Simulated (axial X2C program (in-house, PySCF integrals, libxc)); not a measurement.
InN⁻: cheaper levels and CCSD(T), two-component

All values were computed with an in-house all-electron X2C program for linear molecules (integrals from PySCF). Two-component (2c) means X2C with spin–orbit coupling and atomic mean-field two-electron Coulomb and Gaunt terms. Basis: In dyall-acv3z [12s13p10d5f1g], N dyall-av3z [7s7p3d2f] (cores contracted in-house); Gaussian nuclei, density fitting, unrestricted open shells. Masses: In 114.904 u, N 14.003 u.

State: Ω = 3/2 (⟨Sz⟩ = 0.50, ⟨Lz⟩ = 1.00 at HF); fragments In- + N.

| level | Re (Å) | ωe (cm⁻¹) |
| --- | --- | --- |
| PBE0 | 2.049 | 535.5 |
| HF | 2.203 | 406.4 |
| CCSD | 2.071 | 519.7 |
| BHandHLYP | 2.068 | 484.2 |

Correlated methods: 9 electrons correlated (number of frozen shells: In 4 s, 3 p, 2 d; N 1 s), 291 virtual spin orbitals or spinors in MP2, 90 natural virtuals in coupled cluster.

CCSD(T), same Hamiltonian and basis:

Re = 2.061 Å, ωe = 546.8 cm⁻¹; T1 = 0.106 (Lee–Taylor normalisation).

Task: Give the differences from CCSD(T) in the columns below.

Result: 

```json
{"level": "PBE0", "ΔRe (Å)": "-0.012", "Δωe (cm⁻¹)": "-11"}
{"level": "HF", "ΔRe (Å)": "0.142", "Δωe (cm⁻¹)": "-140"}
{"level": "CCSD", "ΔRe (Å)": "0.010", "Δωe (cm⁻¹)": "-27"}
{"level": "BHandHLYP", "ΔRe (Å)": "0.007", "Δωe (cm⁻¹)": "-63"}
```

The state is a single determinant with fixed occupations, the lowest that a limited PBE0 search found. De is not given where an atomic determinant may have missed its ground term or J level, or where the truncated virtual space spoils (T). Density functionals use the spin component along the axis (collinear). CCSD and (T) use frozen natural virtuals with an MP2 correction for the truncation; (T) itself is uncorrected, so its De runs slightly low. PBE0 can misorder states that lie within some tenths of an eV, so this need not be the ground state of the molecule. The nearest other 2c determinant of the search, Ω = 1/2, lies 0.08 eV up at the distance of the search. Without a current term, density functionals place determinants with orbital angular momentum somewhat too high. The highest occupied level of some functionals is positive through self-interaction error; at Hartree–Fock it is bound. The determinant is spin-polarised beyond a pure state at some levels (its spin-free form has ⟨S²⟩ too high), which makes Re and μ there less reliable. The T1 diagnostic is large, a sign of multireference character. The stretched end of a curve changes character and is left out. With the outer-core shells frozen, correlated bond lengths of heavy atoms tend to come out a few hundredths of an ångström too long.
